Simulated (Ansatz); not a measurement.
Consider the hydrogen abstraction from the In–H bond: `[NH2][InH2]` + Cl• → `[NH2][InH]`• + HCl.

Isolated molecules relaxed with PBE0-D4/def2-TZVP in Ansatz; ΔE leaves out vibrations. CCSD(T)/CBS is the MP2 limit (def2-TZVPP, def2-QZVPP) plus CCSD(T) − MP2 in def2-TZVPP, frozen cores. This one scheme is used for every species, atoms too. Functionals use def2-TZVPP. No spin–orbit coupling; open shells (•) take unrestricted orbitals. Spin–orbit coupling would lower the free atoms: a little for Cl. def2 core potentials past Kr. Bonds to In are less sure, by a few kJ/mol each and by 10 to 20 or more in all where they break to atoms, as the def2 sets lack core-valence functions.

CCSD(T)/CBS gives -1.31 eV.

**Question.** Another level gave -1.32 eV. Which?
A. LDA (SPW92)/def2-TZVPP
B. ωB97M-V/def2-TZVPP
C. SCS-MP2/def2-TZVPP
D. r2SCANh-D4/def2-TZVPP

**Answer.** B. ωB97M-V -1.32, r2SCANh-D4 -1.41, LDA (SPW92) -1.67, SCS-MP2/def2-TZVPP -1.26 eV.

Largest T1 diagnostic among the species: 0.019.

Leaving LDA and LC-ωPBE aside and taking each functional with its dispersion term where it has one, the values, not all of them listed here, spread over 0.33 eV, from PBE-D4 to BHLYP-D4. LDA lies −0.15 eV from PBE without D4. At CCSD(T), def2-SVP lies +0.17 eV from the extrapolated value and def2-TZVPP +0.06 eV.

CCSD(T)/CBS has its own doubt, a few kJ/mol and more with outer-core shells, so smaller differences from it don't rank the levels.
